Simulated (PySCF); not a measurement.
# Excitation energy of Ru(2+) by level of theory

Ru(2+) [Kr] 4d6 (5D) → Ru(2+) [Kr] 4d5 5s1 (7S), as a difference of total energies. Calculation: PySCF 2.14, in aug-cc-pVDZ-PP with ECP28MDF; scalar relativity through the core potential. Correlated levels: valence: 4s2 4p6 frozen. The calculations carry no spin-orbit coupling.

```json
{"method": "UHF", "excitation energy (eV)": "2.596"}
{"method": "LDA", "excitation energy (eV)": "2.929"}
{"method": "PBE", "excitation energy (eV)": "3.082"}
{"method": "PBE0", "excitation energy (eV)": "3.191"}
{"method": "r2SCAN", "excitation energy (eV)": "2.632"}
{"method": "B97-3", "excitation energy (eV)": "3.700"}
{"method": "BP86", "excitation energy (eV)": "3.234"}
{"method": "PW91", "excitation energy (eV)": "3.106"}
{"method": "BHandHLYP", "excitation energy (eV)": "3.503"}
{"method": "MP2 (valence)", "excitation energy (eV)": "3.041"}
{"method": "SCS-MP2 (valence)", "excitation energy (eV)": "3.510"}
```

Q: How much does correlation contribute at MP2 (valence)?

A: 3.041 − (2.596) = 0.445 eV, measured against UHF.
